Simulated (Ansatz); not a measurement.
Isolated molecules relaxed with PBE0-D4/def2-TZVP in Ansatz; ΔE leaves out vibrations. CBS: MP2 limit from def2 TZ/QZ plus the TZ coupled-cluster correction, frozen cores. This one scheme is used for every species, atoms too. DFT in def2-TZVPP. No spin–orbit coupling; open shells (•) take unrestricted orbitals. Spin–orbit coupling would lower the free atoms: a little for B, C. Each species was taken in one conformer, which may not be the lowest.

Consider the atomization: `BN=C=N` → B• + C• + 3 H• + 2 N•.

CCSD(T)/CBS gives +675.1 kcal/mol.

**Question.** Another level gave +690.4 kcal/mol. Which?
A. PBE0-D4/def2-TZVPP
B. r2SCAN0-D4/def2-TZVPP
C. CAM-B3LYP/def2-TZVPP
D. MP2/def2-TZVPP

**Answer.** C. CAM-B3LYP 690.4, PBE0-D4 691.5, r2SCAN0-D4 667.8, MP2/def2-TZVPP 675.0 kcal/mol.

Largest T1 diagnostic among the species: 0.017.

The D4 term adds +3.5 kcal/mol with B3LYP and +1.8 kcal/mol with PBE0; it sums over pairs of atoms, weighted by their polarisabilities, and B3LYP, whose exchange is more repulsive, gets the larger term. From BLYP to BHLYP (50 % exact exchange), in def2-TZVPP and without D4, ΔE moves by −41.6 kcal/mol: exact exchange takes away binding that semilocal exchange gives to molecules. Leaving LDA and LC-ωPBE aside and taking each functional with its dispersion term where it has one, the values, not all of them listed here, spread over 58.6 kcal/mol, from BHLYP-D4 to PBE-D4. LDA lies +87.2 kcal/mol from PBE without D4, its usual overbinding.

B3LYP here is the variant with VWN-RPA as its local correlation; programs differ in this.

For atomizations the MP2-based limit and the directly extrapolated one differ by several kJ/mol either way, and by 10 to 25 for some Ge, Se and Sn compounds, so smaller differences from it don't rank the levels.
